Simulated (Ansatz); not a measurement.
C4H7Br can be A, `C=C(Br)CC`, or B, `C=C(C)CBr`.

Calculated with Ansatz (gas phase, PBE0-D4/def2-TZVP geometries, no zero-point term in ΔE). CCSD(T)/CBS is the MP2 limit (def2-TZVPP, def2-QZVPP) plus CCSD(T) − MP2 in def2-TZVPP, frozen cores. DFT in def2-TZVPP. B3LYP here is the variant with VWN-RPA as its local correlation; programs differ in this. For Br outer-core shells are correlated without core-valence functions, which leaves a few kJ/mol of doubt a bond. Scalar relativity is left out up to krypton. One conformer a species, not always the lowest.

Task: Which is lower in electronic energy at CCSD(T)/CBS, and by how much? (Best estimate.)

Result: The calculation gave: B, by 1.3 kcal/mol.

Task: Give E(B) − E(A) in kcal/mol with B3LYP, B3LYP-D4, MP2/def2-TZVPP, CCSD/def2-TZVPP, LDA (SPW92), CCSD(T)/def2-TZVPP, PBE0-D4. (Best estimate.)

Result: The calculation gave: B3LYP -1.9, B3LYP-D4 -1.9, MP2/def2-TZVPP -0.7, CCSD/def2-TZVPP -1.4, LDA (SPW92) -0.8, CCSD(T)/def2-TZVPP -1.2, PBE0-D4 -1.4. None reverses the order clearly.

Task: Does the order hold for the free energy at 298.15 K (harmonic terms from PBE0-D4)? (Best estimate.)

Result: Ansatz gave: Yes: G(B) − G(A) = -1.4 kcal/mol, for one conformer each.

Largest T1 diagnostic: 0.009.

Leaving LDA and LC-ωPBE aside and taking each functional with its dispersion term where it has one, the values, not all of them listed here, spread over 0.9 kcal/mol, from BHLYP-D4 to PBE-QIDH. In def2-TZVPP, CCSD(T) changes the Hartree–Fock value by +1.6 kcal/mol (the triples alone add +0.2 kcal/mol) and MP2 by +2.1 kcal/mol.
